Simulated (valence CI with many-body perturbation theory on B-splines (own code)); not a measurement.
Dy44+: M1 decay

Calculated by relativistic CI+MBPT: four valence electrons over a frozen Dirac-Fock core [Ar], a basis of 9 s, 9 p, 10 d, 8 f, 5 g, 3 h, 1 i functions for each j, with the one-electron correlation potential Σ1, the two-electron term Σ2, the three-electron term Σ3, Breit, model QED; selected CI, second order for the rest (own B-spline code, finite nucleus).

No measured spectrum was set against this ion. As an estimate, large intervals hold to a few tenths of a per cent, small ones and those within an open d or f shell to about a per cent. The list stops below the first excitations out of the core. Only levels of the ground parity were solved; by the run's estimate the other parity begins above the list, which can be wrong where configurations are misplaced.

Lines 1 to 50 of 119 in falling wavelength, among levels below 1657700 cm⁻¹, chosen from the decays that carry over 1 % of a level's rate. Wavelengths and rates use the calculated energies. S is in atomic units (e²a₀⁴ for E2 and M2, e²a₀⁶ for E3), for M1 in squared Bohr magnetons. Weak lines are less certain than strong ones. Lines between different terms over intervals too small for the method are left out, as are lines whose strength nearly cancels. The highest levels of a list are the least certain.

Levels are named by their leading jj configuration (3d3/2^4 stands for four electrons in 3d with j = 3/2), which in mixed levels can hold well under half, so a name can repeat and another be missing. Letters in brackets count levels of one name in rising energy.

```csv
λ vac (nm),Upper,Lower,Type,A (s⁻¹),S (a.u.)
483.1,(3d3/2^2 3d5/2^2) J=6,(3d3/2^2 3d5/2^2) J=5,M1,6.76e+01,3.68e+00
373.5,(3d3/2^3 3d5/2) J=3,(3d3/2^3 3d5/2) J=2,M1,2.98e+02,4.03e+00
273.8,(3d3/2^3 3d5/2) J=3,(3d3/2^3 3d5/2) J=4,M1,4.76e+02,2.54e+00
116.5,(3d3/2^2 3d5/2^2) J=4 [b],(3d3/2^2 3d5/2^2) J=3 [a],M1,4.55e+03,2.40e+00
109.8,(3d3/2^2 3d5/2^2) J=1,(3d3/2^2 3d5/2^2) J=0 [a],M1,9.65e+03,1.42e+00
105.2,(3d3/2^3 3d5/2) J=2,(3d3/2^3 3d5/2) J=1,M1,1.72e+04,3.70e+00
86.76,(3d3/2 3d5/2^3) J=3 [c],(3d3/2 3d5/2^3) J=2 [a],M1,9.71e+03,1.64e+00
85.98,(3d3/2^2 3d5/2^2) J=2 [d],(3d3/2^2 3d5/2^2) J=2 [c],M1,1.25e+04,1.47e+00
84.11,(3d3/2^2 3d5/2^2) J=2 [b],(3d3/2^2 3d5/2^2) J=2 [a],M1,9.47e+03,1.04e+00
76.95,(3d3/2^2 3d5/2^2) J=4 [c],(3d3/2^2 3d5/2^2) J=3 [b],M1,6.26e+03,9.52e-01
66.64,(3d3/2 3d5/2^3) J=0,(3d3/2 3d5/2^3) J=1 [a],M1,2.38e+04,2.61e-01
65.49,(3d3/2 3d5/2^3) J=2 [b],(3d3/2 3d5/2^3) J=2 [a],M1,9.31e+03,4.85e-01
56.05,(3d3/2 3d5/2^3) J=1 [b],(3d3/2^2 3d5/2^2) J=0 [b],M1,4.07e+04,7.96e-01
54.86,(3d3/2 3d5/2^3) J=1 [b],(3d3/2 3d5/2^3) J=1 [a],M1,1.33e+04,2.44e-01
53.15,(3d3/2^2 3d5/2^2) J=4 [c],(3d3/2^2 3d5/2^2) J=5,M1,5.38e+03,2.70e-01
49.53,(3d3/2^2 3d5/2^2) J=2 [d],(3d3/2^2 3d5/2^2) J=2 [b],M1,1.14e+04,2.58e-01
48.91,(3d3/2^2 3d5/2^2) J=2 [c],(3d3/2^2 3d5/2^2) J=2 [a],M1,1.64e+04,3.56e-01
47.08,(3d3/2^2 3d5/2^2) J=2 [d],(3d3/2^2 3d5/2^2) J=3 [b],M1,4.71e+03,9.11e-02
46.36,(3d3/2 3d5/2^3) J=2 [b],(3d3/2 3d5/2^3) J=1 [a],M1,1.02e+04,1.88e-01
45.63,(3d3/2 3d5/2^3) J=3 [c],(3d3/2 3d5/2^3) J=4 [a],M1,1.59e+04,3.91e-01
43.20,(3d3/2^2 3d5/2^2) J=4 [c],(3d3/2^2 3d5/2^2) J=4 [a],M1,6.24e+04,1.68e+00
42.01,(3d3/2^2 3d5/2^2) J=4 [a],(3d3/2^3 3d5/2) J=3,M1,6.32e+04,1.56e+00
41.17,(3d3/2^2 3d5/2^2) J=2 [d],(3d3/2^2 3d5/2^2) J=1,M1,2.26e+03,2.93e-02
39.84,(3d3/2 3d5/2^3) J=2 [b],(3d3/2 3d5/2^3) J=3 [a],M1,3.68e+04,4.31e-01
39.62,(3d3/2^2 3d5/2^2) J=3 [a],(3d3/2^3 3d5/2) J=3,M1,3.30e+05,5.33e+00
39.25,(3d3/2 3d5/2^3) J=3 [c],(3d3/2^2 3d5/2^2) J=2 [d],M1,4.30e+04,6.75e-01
39.22,(3d3/2 3d5/2^3) J=3 [a],(3d3/2^2 3d5/2^2) J=4 [b],M1,5.49e+04,8.61e-01
39.09,(3d3/2 3d5/2^3) J=2 [a],(3d3/2^2 3d5/2^2) J=2 [c],M1,6.37e+04,7.05e-01
38.76,(3d3/2^2 3d5/2^2) J=2 [a],(3d3/2^3 3d5/2) J=2,M1,1.91e+05,2.06e+00
38.64,(3d3/2 3d5/2^3) J=1 [b],(3d3/2^2 3d5/2^2) J=2 [d],M1,2.10e+05,1.35e+00
38.30,(3d5/2^4) J=2,(3d3/2 3d5/2^3) J=3 [c],M1,9.39e+04,9.78e-01
37.07,(3d3/2 3d5/2^3) J=3 [b],(3d3/2^2 3d5/2^2) J=2 [c],M1,1.58e+04,2.09e-01
36.42,(3d3/2^2 3d5/2^2) J=4 [a],(3d3/2^3 3d5/2) J=4,M1,5.11e+05,8.24e+00
35.97,(3d3/2^3 3d5/2) J=1,(3d3/2^4) J=0,M1,5.57e+05,2.88e+00
35.92,(3d3/2 3d5/2^3) J=1 [a],(3d3/2^2 3d5/2^2) J=2 [b],M1,8.15e+04,4.20e-01
35.82,(3d3/2^2 3d5/2^2) J=3 [a],(3d3/2^3 3d5/2) J=2,M1,2.45e+05,2.92e+00
35.52,(3d5/2^4) J=4,(3d3/2 3d5/2^3) J=3 [b],M1,6.32e+04,9.45e-01
34.22,(3d3/2 3d5/2^3) J=2 [b],(3d3/2^2 3d5/2^2) J=2 [d],M1,4.36e+04,3.24e-01
34.05,(3d3/2 3d5/2^3) J=5,(3d3/2^2 3d5/2^2) J=4 [b],M1,2.59e+05,4.17e+00
33.38,(3d3/2^2 3d5/2^2) J=2 [d],(3d3/2^2 3d5/2^2) J=3 [a],M1,9.73e+03,6.71e-02
32.66,(3d3/2 3d5/2^3) J=4 [a],(3d3/2^2 3d5/2^2) J=5,M1,6.51e+04,7.57e-01
31.45,(3d3/2^2 3d5/2^2) J=5,(3d3/2^3 3d5/2) J=4,M1,2.97e+05,3.77e+00
31.31,(3d3/2 3d5/2^3) J=1 [a],(3d3/2^2 3d5/2^2) J=1,M1,3.62e+05,1.24e+00
31.18,(3d3/2^2 3d5/2^2) J=2 [d],(3d3/2^2 3d5/2^2) J=2 [a],M1,2.09e+03,1.18e-02
30.94,(3d3/2^2 3d5/2^2) J=0 [b],(3d3/2^2 3d5/2^2) J=1,M1,3.71e+05,4.07e-01
30.32,(3d3/2 3d5/2^3) J=5,(3d3/2^2 3d5/2^2) J=6,M1,1.53e+05,1.74e+00
29.83,(3d3/2 3d5/2^3) J=4 [a],(3d3/2^2 3d5/2^2) J=3 [a],M1,3.21e+05,2.84e+00
29.77,(3d3/2^2 3d5/2^2) J=1,(3d3/2^3 3d5/2) J=2,M1,6.50e+05,1.91e+00
29.74,(3d3/2 3d5/2^3) J=6,(3d3/2^2 3d5/2^2) J=6,M1,2.98e+05,3.78e+00
29.65,(3d3/2 3d5/2^3) J=3 [c],(3d3/2^2 3d5/2^2) J=4 [c],M1,3.49e+05,2.36e+00
```
